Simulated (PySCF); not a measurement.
B(H)(OH)(SMe) (CH5BOS), SMILES B(O)SC. The structure is a stationary point at B3LYP-D3(BJ)/def2-SVP. One conformer was computed; it need not be the lowest.

Q: Give the equilibrium geometry at B3LYP-D3(BJ)/def2-SVP (PySCF confirms it by a frequency run) as a Z-matrix, and its point group. (An estimate is asked for; the answer gives what the named calculation found.)

A: Several could match; the one computed here: point group Cs.
```
B
O 1 1.3584
H 2 0.9647 1 113.09
H 1 1.2085 2 122.70 3 0.00
S 1 1.7984 4 116.89 2 180.00
C 5 1.8335 1 102.43 4 180.00
H 6 1.0978 5 107.20 1 -180.00
H 6 1.0980 7 109.57 5 -120.10
H 6 1.0980 7 109.57 8 -119.80
```
Charge 0, spin multiplicity 1.
